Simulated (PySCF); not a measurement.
Level of theory: PBE0-D3(BJ)/def2-TZVPD (PySCF). Isolated molecules, 0 K electronic values unless said otherwise. One relaxed conformer stands for a flexible species; it need not be the lowest. 

Reference species (SMILES): `[Al-]([CH]=O)[CH3]` (lower singlet; C–Al–C–O torsion 105°) (charge -1, multiplicity 1).

```json
{
 "HOMO": "-0.01 eV"
}
```

Changed species: `[Cl][Al-][CH3]` (lower singlet) (X = chloro, multiplicity 1; the reference has X = formyl, multiplicity 1).

### Question
Predict the effect on the HOMO.

### Answer
the HOMO falls by 0.09 eV, to -0.10 eV.
